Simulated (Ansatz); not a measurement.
Born–Oppenheimer molecular dynamics of BH$_{5}$N$_{2}$O (9 atoms, charge 0, multiplicity 1). It starts at the highest image of a converged band. Of that band: The profile has 2 maxima (images 1, 4) with wells between them (image 3): this band takes more than one step, which may be the mechanism or a detour left from its start path. A vibrational analysis at the climbing image gives one clearly imaginary mode, 366i cm⁻¹: a first-order saddle point.

Computed with RKS PBE0/STO-3G in Ansatz 0.2.0.

* ensemble: NVE (velocity Verlet)
* time step: 0.5 fs
* steps asked: 200
* starting velocities drawn for: 300 K
* seed: 6151

First frame:

```xyz
9
Properties=species:S:1:pos:R:3
N -0.425 0.878 -0.837
B -0.050 -0.073 0.131
N 1.299 -0.715 -0.011
O -0.869 -0.427 1.185
H -1.318 1.399 -0.869
H 0.210 1.121 -1.613
H 1.814 -0.574 0.894
H 1.156 -1.756 -0.014
H -1.729 0.102 1.118
```

What does the run give?

All steps were run.

```json
{
  "steps done": "200",
  "time covered": "100 fs",
  "mean temperature over the second half": "443 K",
  "spread of the potential energy over the second half": "15.6 meV per atom",
  "mean potential energy of the second half above the start": "-14.2 meV per atom"
}
```

The conserved energy stayed within 0.47 meV per atom of its start (net change 0.079 meV per atom), so the integration is sound. The system heated up, since it started high on the potential surface and ran downhill. A run of 0.1 ps of so small a system gives no equilibrium averages. The orbitals stay closed-shell, which can raise the energy where a bond breaks towards radicals; this wasn't checked here. Limits of this set-up: minimal basis.

What happens to the structure?

The step under study would form B2–H9 and break O4–H9. These pairs go: B2–H9 1.96 → 1.94 Å, O4–H9 1.01 → 1.00 Å. In the last frame they stand as before the step (other bonds may differ from the relaxed reactants and products). It ends as one piece, BH5N2O. Pairs count as bonded within 1.25 times the sum of covalent radii (0.12 Å more for H–H). This is one draw of velocities; another would differ in detail.

How do temperature and energy run in time?


| time (fs) | T (K) | potential energy less start (eV) | conserved less start (meV/atom) |
| --- | --- | --- | --- |
| 0.0 | 300 | 0.000 | 0.00 |
| 5.0 | 192 | 0.100 | 0.19 |
| 10.0 | 125 | 0.162 | 0.33 |
| 15.0 | 66 | 0.216 | 0.39 |
| 20.0 | 147 | 0.140 | 0.23 |
| 25.0 | 193 | 0.098 | 0.17 |
| 30.0 | 279 | 0.021 | 0.21 |
| 35.0 | 315 | -0.010 | 0.31 |
| 40.0 | 425 | -0.109 | 0.36 |
| 45.0 | 539 | -0.214 | 0.26 |
| 50.0 | 649 | -0.314 | 0.12 |
| 55.0 | 633 | -0.301 | 0.08 |
| 60.0 | 469 | -0.151 | 0.22 |
| 65.0 | 364 | -0.055 | 0.30 |
| 70.0 | 240 | 0.057 | 0.33 |
| 75.0 | 217 | 0.077 | 0.21 |
| 80.0 | 262 | 0.036 | 0.15 |
| 85.0 | 451 | -0.135 | 0.23 |
| 90.0 | 567 | -0.239 | 0.33 |
| 95.0 | 636 | -0.301 | 0.25 |
| 100.0 | 568 | -0.242 | 0.08 |

Run time: 4.9 min on 1 CPU thread of a shared host.
